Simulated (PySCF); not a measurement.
PySCF 2.14 output of an unrestricted B2PLYP calculation on a single atom or ion in dyall-av3z, with the spin-free X2C one-electron Hamiltonian (Gaussian nucleus):

```
SCF conv_tol = 1e-09
number electrons alpha = 3  beta = 1
    A. D. Becke.,  Phys. Rev. A 38, 3098 (1988)
    C. Lee, W. Yang, and R. G. Parr.,  Phys. Rev. B 37, 785 (1988)
    B. Miehlich, A. Savin, H. Stoll, and H. Preuss.,  Chem. Phys. Lett. 157, 200 (1989)
cycle= 1 E= -14.3463173071062  delta_E= -0.000638  |g|= 0.00419  |ddm|= 0.0477
cycle= 2 E= -14.3463233747822  delta_E= -6.07e-06  |g|= 0.000523  |ddm|= 0.00735
cycle= 3 E= -14.3463236465073  delta_E= -2.72e-07  |g|= 9.44e-05  |ddm|= 0.00163
cycle= 4 E= -14.3463236606633  delta_E= -1.42e-08  |g|= 8.96e-06  |ddm|= 0.000421
cycle= 5 E= -14.346323660895  delta_E= -2.32e-10  |g|= 1.02e-06  |ddm|= 6e-05
converged SCF energy = -14.346323660895  <S^2> = 2.0000158  2S+1 = 3.0000105
```

The run itself started from symmetry-adapted Hartree-Fock orbitals and held the occupation by maximum overlap, on a logarithmic radial grid, so the iterations belong to that start.

Problem. Which element, charge and spin multiplicity is this?

Solution. Be (beryllium, neutral), multiplicity 3; the state was [He] 2s1 3d1, high-spin 3D determinant (an excited configuration). The SCF energy lacks the PT2 part of the double hybrid.

The outer electron is Rydberg-like, and this basis confines it to a smaller radius and binds it less than a complete one would. At B2PLYP the highest occupied level has a positive energy, so only the finite basis holds that electron; for this excited configuration the basis is too tight for the outer shell.
